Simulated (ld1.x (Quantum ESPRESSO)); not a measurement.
## LDA (PZ) RRKJ dataset for manganese, scalar-relativistic all-electron reference.

Input for ld1.x (Quantum ESPRESSO) 7.5:

```
&input
   title='Mn', zed=25., rel=1, dft='PZ', iswitch=3,
   config='[Ar] 3d5 4s1 4p1',
   nld=3, rlderiv=2.35, eminld=-3.0, emaxld=5.0, deld=0.02
 /
 &inputp
   pseudotype=2, tm=.false., lloc=0,
   nlcc=.true.,
   file_pseudopw='Mn.UPF', file_wfcaegen='ae.wfc', file_wfcncgen='nc.wfc', file_beta='beta', file_chi='chi'
 /
3
4P  2  1   1.00   0.00  2.15  2.15  0.0
3D  3  2   5.00   0.00  1.80  1.80  0.0
4S  1  0   1.00   0.00  2.10  2.10  0.0
 &test
   configts(1)='3d5 4s1 4p1'
 /
```

Command:

```bash
ld1.x < Mn.in > Mn.out
```

The program printed (shortened: banner, matrices, multipoles, cross overlaps and the repeated all-electron block are left out):

```
Program LD1 v.7.5
     --------------------------- All-electron run ----------------------------

     Mn
     scalar relativistic calculation

     atomic number is 25.00
     dft =PZ   lsd =0 sic =0 latt =0  beta=0.20 tr2=1.0E-14
     Exchange-correlation= PZ
                           (   1   1   0   0   0   0   0)
     mesh =1187 r(mesh) = 100.09544 a.u. xmin = -7.00 dx = 0.01250
     1 Ry =  13.60569312 eV, c = 137.03599908

     n l     nl                  e(Ry)          e(Ha)          e(eV)
     1 0     1S 1( 2.00)      -471.5858      -235.7929     -6416.2514
     2 0     2S 1( 2.00)       -54.6650       -27.3325      -743.7554
     2 1     2P 1( 6.00)       -46.4014       -23.2007      -631.3237
     3 0     3S 1( 2.00)        -6.3958        -3.1979       -87.0199
     3 1     3P 1( 6.00)        -4.1236        -2.0618       -56.1038
     3 2     3D 1( 5.00)        -0.6292        -0.3146        -8.5602
     4 0     4S 1( 1.00)        -0.4621        -0.2310        -6.2872
     4 1     4P 1( 1.00)        -0.1649        -0.0824        -2.2432

     final scf error:  5.5E-16 reached in  28 iterations

     Etot =   -2311.987453 Ry,   -1155.993726 Ha,  -31456.191783 eV

     Ekin =    2336.375599 Ry,    1168.187799 Ha,   31788.009414 eV
     Encl =   -5520.948539 Ry,   -2760.474269 Ha,  -75116.331569 eV
     Eh   =     971.922694 Ry,     485.961347 Ha,   13223.681914 eV
     Exc  =     -99.337206 Ry,     -49.668603 Ha,   -1351.551542 eV

     normalization and overlap integrals

     s(1S/1S) =  1.000000  <r> =   0.0610  <r2> =    0.0050  r(max) =   0.0400
     s(2S/2S) =  1.000000  <r> =   0.2801  <r2> =    0.0927  r(max) =   0.2331
     s(2P/2P) =  1.000000  <r> =   0.2474  <r2> =    0.0753  r(max) =   0.1885
     s(3S/3S) =  1.000000  <r> =   0.8534  <r2> =    0.8415  r(max) =   0.7361
     s(3P/3P) =  1.000000  <r> =   0.9053  <r2> =    0.9681  r(max) =   0.7547
     s(3D/3D) =  1.000000  <r> =   1.2053  <r2> =    1.9470  r(max) =   0.7547
     s(4S/4S) =  1.000000  <r> =   2.9887  <r2> =   10.3541  r(max) =   2.4440
     s(4P/4P) =  1.000000  <r> =   4.1819  <r2> =   20.7373  r(max) =   3.2580

     ------------------------ End of All-electron run ------------------------

     --------------------- Generating NC pseudopotential ---------------------

      Generating local pot.: lloc=0, matching radius rcloc =   2.1000

      Computing core charge for nlcc:

       r > 1.07 : true rho core
       r < 1.07 : rho core = a sin(br)/r    a=  10.54  b=   2.35

      Integrated core pseudo-charge :   7.15

      Wfc   4P  rcut= 2.130  Estimated cut-off energy=       37.10 Ry
      This function has    0 nodes for 0 < r <    2.130

      Wfc   3D  rcut= 1.788  Estimated cut-off energy=       73.53 Ry
      This function has    0 nodes for 0 < r <    1.788

     ------------------- End of pseudopotential generation -------------------

     Computing logarithmic derivative in   2.33940
     Computing logarithmic derivative in   2.33940
     Computing the partial wave expansion
       no projector for channel:   0
     R is outside the sphere for l=    1 j= 0.00
     R is outside the sphere for l=    2 j= 0.00

     ---------------------- Testing the pseudopotential ----------------------

     Mn
     scalar relativistic calculation

     atomic number is 25.00   valence charge is  7.00
     dft =PZ   lsd =0 sic =0 latt =0  beta=0.20 tr2=1.0E-14
     mesh =1187 r(mesh) = 100.09544 xmin = -7.00 dx = 0.01250

     n l     nl             e AE (Ry)        e PS (Ry)    De AE-PS (Ry)
     3 2     3D   1( 5.00)       -0.62916       -0.62916        0.00000
     1 0     4S   1( 1.00)       -0.46210       -0.46210        0.00000
     2 1     4P   1( 1.00)       -0.16487       -0.16487       -0.00000

     eps = 9.3E-15  iter = 20

     Etot =   -2311.987453 Ry,   -1155.993726 Ha,  -31456.191783 eV
     Etotps =   -38.731976 Ry,     -19.365988 Ha,    -526.975380 eV

     Ekin =      41.953728 Ry,      20.976864 Ha,     570.809543 eV
     Encl =     -39.318858 Ry,     -19.659429 Ha,    -534.960314 eV
     Ehrt =      25.615651 Ry,      12.807826 Ha,     348.518689 eV
     Ecxc =     -18.946971 Ry,      -9.473485 Ha,    -257.786668 eV
     (Ecc =     -10.190243 Ry,      -5.095122 Ha,    -138.645324 eV)
     Epseu=     -48.035526 Ry,     -24.017763 Ha,    -653.556631 eV

     ---------------------- End of pseudopotential test ----------------------
```

Generation and configuration tests took about 1.3 s on one core of a shared server CPU.

Transferability test of the new file with ld1.x, input:

```
&input
   title='Mn', zed=25., rel=1, dft='PZ', iswitch=2,
   config='[Ar] 3d5 4s1 4p1'
 /
 &test
   file_pseudo='Mn.UPF', nconf=10,
   configts(1)='3d5 4s1 4p1',
   configts(2)='3d5 4s2 4p0',
   configts(3)='3d5 4s1 4p0',
   configts(4)='3d5 4s0 4p0',
   configts(5)='3d6 4s0 4p0',
   configts(6)='3d3 4s0 4p0',
   configts(7)='3d4 4s0 4p0',
   configts(8)='3d6 4s1 4p0',
   configts(9)='3d5 4s1 4p1', lsdts(9)=1,
   configts(10)='3d5 4s2 4p0', lsdts(10)=1
 /
```

```bash
ld1.x < Mn.test.in > Mn.test.out
```

Pseudopotential blocks of its output, shortened (energy terms left out; the distinct warnings before each block abridged to one line each):

```
     ---------------------- Testing the pseudopotential ----------------------

     n l     nl             e AE (Ry)        e PS (Ry)    De AE-PS (Ry)
     3 2     3D   1( 5.00)       -0.62916       -0.62916        0.00000
     1 0     4S   1( 1.00)       -0.46210       -0.46210        0.00000
     2 1     4P   1( 1.00)       -0.16487       -0.16487       -0.00000

     eps = 9.8E-15  iter = 26

     Etot =   -2311.987453 Ry,   -1155.993726 Ha,  -31456.191783 eV
     Etotps =   -38.731976 Ry,     -19.365988 Ha,    -526.975380 eV

     ---------------------- End of pseudopotential test ----------------------

          ---------------------- Testing the pseudopotential ----------------------

     n l     nl             e AE (Ry)        e PS (Ry)    De AE-PS (Ry)
     3 2     3D   1( 5.00)       -0.51502       -0.51446       -0.00056
     1 0     4S   1( 2.00)       -0.38878       -0.38873       -0.00004
     2 1     4P   1( 0.00)       -0.10838       -0.10843        0.00004

     eps = 2.5E-15  iter = 25

     Etot =   -2312.275944 Ry,   -1156.137972 Ha,  -31460.116915 eV
     Etotps =   -39.020443 Ry,     -19.510222 Ha,    -530.900173 eV
     dEtot_ae =      -0.288492 Ry
     dEtot_ps =      -0.288467 Ry,   Delta E=      -0.000025 Ry

     ---------------------- End of pseudopotential test ----------------------

          ---------------------- Testing the pseudopotential ----------------------

     n l     nl             e AE (Ry)        e PS (Ry)    De AE-PS (Ry)
     3 2     3D   1( 5.00)       -1.11813       -1.11647       -0.00166
     1 0     4S   1( 1.00)       -0.89453       -0.89476        0.00022
     2 1     4P   1( 0.00)       -0.54353       -0.54377        0.00024

     eps = 5.6E-16  iter = 17

     Etot =   -2311.639903 Ry,   -1155.819951 Ha,  -31451.463127 eV
     Etotps =   -38.384325 Ry,     -19.192162 Ha,    -522.245340 eV
     dEtot_ae =       0.347550 Ry
     dEtot_ps =       0.347652 Ry,   Delta E=      -0.000102 Ry

     ---------------------- End of pseudopotential test ----------------------

          ---------------------- Testing the pseudopotential ----------------------

     n l     nl             e AE (Ry)        e PS (Ry)    De AE-PS (Ry)
     3 2     3D   1( 5.00)       -1.80947       -1.81027        0.00080
     1 0     4S   1( 0.00)       -1.43943       -1.44219        0.00276
     2 1     4P   1( 0.00)       -1.02222       -1.02468        0.00246

     eps = 6.7E-15  iter = 15

     Etot =   -2310.472970 Ry,   -1155.236485 Ha,  -31435.586200 eV
     Etotps =   -37.216197 Ry,     -18.608098 Ha,    -506.352149 eV
     dEtot_ae =       1.514482 Ry
     dEtot_ps =       1.515780 Ry,   Delta E=      -0.001297 Ry

     ---------------------- End of pseudopotential test ----------------------

          ---------------------- Testing the pseudopotential ----------------------

     n l     nl             e AE (Ry)        e PS (Ry)    De AE-PS (Ry)
     3 2     3D   1( 6.00)       -0.80893       -0.78407       -0.02486  !
     1 0     4S   1( 0.00)       -0.78047       -0.78513        0.00466
     2 1     4P   1( 0.00)       -0.45889       -0.46433        0.00544  !

     eps = 1.6E-15  iter = 13

     Etot =   -2311.759690 Ry,   -1155.879845 Ha,  -31453.092916 eV
     Etotps =   -38.487366 Ry,     -19.243683 Ha,    -523.647295 eV
     dEtot_ae =       0.227763 Ry
     dEtot_ps =       0.244610 Ry,   Delta E=      -0.016847 Ry

     ---------------------- End of pseudopotential test ----------------------

          Warning: n=3, l=2 expected 0 nodes, found 1
     ---------------------- Testing the pseudopotential ----------------------

     n l     nl             e AE (Ry)        e PS (Ry)    De AE-PS (Ry)
     3 2     3D   1( 3.00)       -4.48357       -4.54412        0.06055  !
     1 0     4S   1( 0.00)       -3.09608       -3.15368        0.05760  !
     2 1     4P   1( 0.00)       -2.51484       -2.54010        0.02526  !

     eps = 3.0E-16  iter =  7

     Etot =   -2304.309988 Ry,   -1152.154994 Ha,  -31351.734552 eV
     Etotps =   -30.972398 Ry,     -15.486199 Ha,    -421.400947 eV
     dEtot_ae =       7.677465 Ry
     dEtot_ps =       7.759578 Ry,   Delta E=      -0.082113 Ry

     ---------------------- End of pseudopotential test ----------------------

          ---------------------- Testing the pseudopotential ----------------------

     n l     nl             e AE (Ry)        e PS (Ry)    De AE-PS (Ry)
     3 2     3D   1( 4.00)       -3.04926       -3.09459        0.04533  !
     1 0     4S   1( 0.00)       -2.21752       -2.23655        0.01904  !
     2 1     4P   1( 0.00)       -1.71369       -1.72398        0.01029  !

     eps = 1.9E-16  iter = 10

     Etot =   -2308.061385 Ry,   -1154.030693 Ha,  -31402.774920 eV
     Etotps =   -34.780942 Ry,     -17.390471 Ha,    -473.218829 eV
     dEtot_ae =       3.926067 Ry
     dEtot_ps =       3.951034 Ry,   Delta E=      -0.024967 Ry

     ---------------------- End of pseudopotential test ----------------------

          ---------------------- Testing the pseudopotential ----------------------

     n l     nl             e AE (Ry)        e PS (Ry)    De AE-PS (Ry)
     3 2     3D   1( 6.00)       -0.26518       -0.24887       -0.01632  !
     1 0     4S   1( 1.00)       -0.31900       -0.32340        0.00441
     2 1     4P   1( 0.00)       -0.07524       -0.07832        0.00308

     eps = 3.5E-15  iter = 26

     Etot =   -2312.305170 Ry,   -1156.152585 Ha,  -31460.514556 eV
     Etotps =   -39.037401 Ry,     -19.518700 Ha,    -531.130894 eV
     dEtot_ae =      -0.317718 Ry
     dEtot_ps =      -0.305425 Ry,   Delta E=      -0.012293 Ry

     ---------------------- End of pseudopotential test ----------------------

          ---------------------- Testing the pseudopotential ----------------------

     n l     nl             e AE (Ry)        e PS (Ry)    De AE-PS (Ry)
     3 2     3D   1( 5.00)       -0.70478       -0.71605        0.01126  !
     1 0     4S   1( 1.00)       -0.50324       -0.50255       -0.00068
     2 1     4P   1( 1.00)       -0.19123       -0.19072       -0.00052
     3 2     3D   2( 0.00)       -0.36968       -0.33803       -0.03165  !
     1 0     4S   2( 0.00)       -0.29031       -0.28782       -0.00248
     2 1     4P   2( 0.00)       -0.05374       -0.05329       -0.00044

     eps = 9.3E-15  iter = 14

     Etot =   -2312.468336 Ry,   -1156.234168 Ha,  -31462.734542 eV
     Etotps =   -39.263955 Ry,     -19.631977 Ha,    -534.213316 eV
     dEtot_ae =      -0.480884 Ry
     dEtot_ps =      -0.531978 Ry,   Delta E=       0.051095 Ry

     ---------------------- End of pseudopotential test ----------------------

          ---------------------- Testing the pseudopotential ----------------------

     n l     nl             e AE (Ry)        e PS (Ry)    De AE-PS (Ry)
     3 2     3D   1( 5.00)       -0.60666       -0.61737        0.01071  !
     1 0     4S   1( 1.00)       -0.41688       -0.41656       -0.00032
     2 1     4P   1( 0.00)       -0.12129       -0.12106       -0.00023
     3 2     3D   2( 0.00)       -0.31114       -0.28073       -0.03041  !
     1 0     4S   2( 1.00)       -0.34425       -0.34323       -0.00102
     2 1     4P   2( 0.00)       -0.09306       -0.09329        0.00023

     eps = 5.1E-15  iter = 22

     Etot =   -2312.647418 Ry,   -1156.323709 Ha,  -31465.171075 eV
     Etotps =   -39.441871 Ry,     -19.720935 Ha,    -536.633993 eV
     dEtot_ae =      -0.659966 Ry
     dEtot_ps =      -0.709895 Ry,   Delta E=       0.049929 Ry

     ---------------------- End of pseudopotential test ----------------------
```
